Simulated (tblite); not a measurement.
C₂H₃F₂O₄S (charge -1).
SMILES with atom numbers: `[O:1]=[S:2](=[O:3])([O-:4])[CH2:5][O:6][CH:7]([F:8])[F:9]` (hydrogens: H10, H11 on C5; H12 on C7)
Bond orders are those of one Lewis drawing.

Computed with GFN2-xTB (tblite), gas phase: Langevin dynamics at 300 K from the optimised GFN2-xTB geometry, time step 0.5 fs, friction 0.01 fs⁻¹, 2000 steps.

Start geometry:
```
atom  x, y, z in Å
O1     -1.225   -0.621   -1.166
S2     -1.431    0.296   -0.058
O3     -2.761    0.267    0.531
O4     -0.913    1.639   -0.306
C5     -0.348   -0.358    1.300
O6      0.875   -0.855    0.789
C7      1.462   -0.073   -0.133
F8      2.455    0.691    0.454
F9      2.146   -0.851   -1.000
H10    -0.189    0.453    2.013
H11    -0.864   -1.194    1.758
H12     0.793    0.606   -0.676
```

The statistics below take the 31 frames saved every 25 fs from 250 to 1000 fs; their kinetic temperature (all 3N coordinates) averages 268 K.

**Question.** How do the bond lengths spread?

**Answer.** 
| bond | start (Å) | mean (Å) | standard deviation (Å) | shortest (Å) | longest (Å) |
| --- | --- | --- | --- | --- | --- |
| O1=S2 | 1.453 | 1.459 | 0.020 | 1.421 | 1.510 |
| S2=O3 | 1.454 | 1.458 | 0.021 | 1.417 | 1.494 |
| S2–O4 | 1.461 | 1.455 | 0.023 | 1.394 | 1.495 |
| S2–C5 | 1.856 | 1.864 | 0.038 | 1.802 | 1.942 |
| C5–O6 | 1.416 | 1.420 | 0.030 | 1.351 | 1.498 |
| O6–C7 | 1.344 | 1.344 | 0.030 | 1.290 | 1.409 |
| C7–F8 | 1.384 | 1.379 | 0.046 | 1.300 | 1.457 |
| C7–F9 | 1.351 | 1.365 | 0.031 | 1.289 | 1.422 |
| C5–H10 | 1.092 | 1.094 | 0.033 | 1.028 | 1.159 |
| C5–H11 | 1.085 | 1.088 | 0.023 | 1.048 | 1.134 |
| C7–H12 | 1.096 | 1.100 | 0.019 | 1.066 | 1.130 |

**Question.** Give the same statistics for bond angles, one of each kind among heavy atoms.

**Answer.** 
```csv
angle,start (°),mean (°),standard deviation (°),smallest (°),largest (°)
O1–S2–O3,115.2,114.3,1.9,110.5,117.6
O1–S2–O4,113.6,113.8,2.6,108.7,119.2
O1–S2–C5,104.6,105.1,3.5,96.3,112.5
O3–S2–C5,103.3,103.2,4.2,96.1,113.5
S2–C5–O6,111.3,113.3,4.2,105.0,121.9
C5–O6–C7,114.9,115.5,3.7,108.6,125.5
O6–C7–F8,110.0,111.2,3.3,103.6,119.4
F8–C7–F9,103.1,103.1,3.4,97.0,111.0
```

**Question.** Follow the torsions O1–S2–C5–O6, S2–C5–O6–C7 and C5–O6–C7–F8 through every second one of these frames.

**Answer.** 
```json
{"t (fs)": "250", "O1–S2–C5–O6 (°)": "34", "S2–C5–O6–C7 (°)": "44", "C5–O6–C7–F8 (°)": "84"}
{"t (fs)": "300", "O1–S2–C5–O6 (°)": "35", "S2–C5–O6–C7 (°)": "42", "C5–O6–C7–F8 (°)": "83"}
{"t (fs)": "350", "O1–S2–C5–O6 (°)": "33", "S2–C5–O6–C7 (°)": "46", "C5–O6–C7–F8 (°)": "70"}
{"t (fs)": "400", "O1–S2–C5–O6 (°)": "27", "S2–C5–O6–C7 (°)": "49", "C5–O6–C7–F8 (°)": "61"}
{"t (fs)": "450", "O1–S2–C5–O6 (°)": "13", "S2–C5–O6–C7 (°)": "60", "C5–O6–C7–F8 (°)": "45"}
{"t (fs)": "500", "O1–S2–C5–O6 (°)": "9", "S2–C5–O6–C7 (°)": "54", "C5–O6–C7–F8 (°)": "58"}
{"t (fs)": "550", "O1–S2–C5–O6 (°)": "22", "S2–C5–O6–C7 (°)": "41", "C5–O6–C7–F8 (°)": "79"}
{"t (fs)": "600", "O1–S2–C5–O6 (°)": "28", "S2–C5–O6–C7 (°)": "47", "C5–O6–C7–F8 (°)": "88"}
{"t (fs)": "650", "O1–S2–C5–O6 (°)": "28", "S2–C5–O6–C7 (°)": "60", "C5–O6–C7–F8 (°)": "75"}
{"t (fs)": "700", "O1–S2–C5–O6 (°)": "25", "S2–C5–O6–C7 (°)": "47", "C5–O6–C7–F8 (°)": "80"}
{"t (fs)": "750", "O1–S2–C5–O6 (°)": "45", "S2–C5–O6–C7 (°)": "28", "C5–O6–C7–F8 (°)": "95"}
{"t (fs)": "800", "O1–S2–C5–O6 (°)": "58", "S2–C5–O6–C7 (°)": "12", "C5–O6–C7–F8 (°)": "113"}
{"t (fs)": "850", "O1–S2–C5–O6 (°)": "55", "S2–C5–O6–C7 (°)": "11", "C5–O6–C7–F8 (°)": "119"}
{"t (fs)": "900", "O1–S2–C5–O6 (°)": "54", "S2–C5–O6–C7 (°)": "6", "C5–O6–C7–F8 (°)": "119"}
{"t (fs)": "950", "O1–S2–C5–O6 (°)": "52", "S2–C5–O6–C7 (°)": "26", "C5–O6–C7–F8 (°)": "104"}
{"t (fs)": "1000", "O1–S2–C5–O6 (°)": "64", "S2–C5–O6–C7 (°)": "10", "C5–O6–C7–F8 (°)": "122"}
```

Largest departure from the start value over all these frames: O1–S2–C5–O6 29° (start 38°), S2–C5–O6–C7 39° (start 44°), C5–O6–C7–F8 54° (start 99°).

**Question.** How widely does the potential energy scatter, against a harmonic estimate?

**Answer.** Mean 0.37 eV above the start, standard deviation 0.092 eV, range 0.16 to 0.62 eV. For 30 classical harmonic modes at 300 K the canonical values are 30kT/2 = 0.39 eV and kT·√(30/2) = 0.100 eV.

The run is classical and short, so these are rough statistics of one trajectory.

What follows is the cost of the whole dynamics run. On one thread of an Arm Neoverse V1 (shared host), this took 11 s and 0.18 GiB of memory at its peak.
